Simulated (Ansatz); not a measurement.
`C[S][Zn][SH]` + H₂ → `C[S][ZnH]` + H₂S at 600 K and 1 bar (hydrogenolysis of a Zn–S bond).

Program: Ansatz. Geometries: PBE0-D4/def2-TZVP. ΔE: electronic, gas phase. CCSD(T)/CBS is the MP2 limit (def2-TZVPP, def2-QZVPP) plus CCSD(T) − MP2 in def2-TZVPP, frozen cores. This one scheme is used for every species. For Zn outer-core shells are correlated without core-valence functions, which leaves a few kJ/mol of doubt a bond. Scalar relativity is left out up to krypton. One conformer a species, not always the lowest.

| species | CCSD(T)/CBS energy (Eh) | H − E (kJ/mol) | S (J/(mol·K)) |
| --- | --- | --- | --- |
| `C[S][Zn][SH]` | -2614.45500 | 181.9 | 444.5 |
| H₂ | -1.17544 | 43.9 | 150.8 |
| `C[S][ZnH]` | -2216.62619 | 161.9 | 375.7 |
| H₂S | -398.97279 | 60.8 | 230.9 |

H − E and S are ideal-gas, rigid-rotor, harmonic terms from PBE0-D4/def2-TZVP, for one conformer and one mirror image of each species. The MP2-based limit puts H₂ 0.8 mEh under its directly extrapolated value; such offsets cancel only in part. 1 Eh = 2625.50 kJ/mol, R = 8.31446 J/(mol·K).

Question: By hand: ΔE, ΔH, ΔS and ΔG.

Answer: ΔE = (-2216.62619) + (-398.97279) − (-2614.45500) − (-1.17544) = 0.03146 Eh = 82.6 kJ/mol. Δ(H − E) = 161.9 + 60.8 − 181.9 − 43.9 = -3.1, so ΔH = 79.5 kJ/mol. ΔS = 375.7 + 230.9 − 444.5 − 150.8 = 11.3 J/(mol·K). ΔG = 79.5 − 600 × (11.3)/1000 = 72.7 kJ/mol.

Question: By hand: the equilibrium constant, and the temperature at which ΔG would vanish if ΔH and ΔS stayed fixed.

Answer: log₁₀ K = −ΔG/(RT ln 10) = -6.3. ΔG = 0 at ΔH/ΔS = 7035 K, far beyond where these terms or the molecules hold.

The number of gas molecules stays the same, so ΔS is small and ΔH decides. A doubt of 5 kJ/mol in ΔE shifts log₁₀ K by 0.4 here. Other conformers and mirror images would add mixing entropy, several J/(mol·K) or more a flexible species. These are equilibria of isolated gas molecules and say nothing of rates. Largest T1 diagnostic: 0.014 (customary marks: 0.02 for closed shells, 0.045 for open ones).
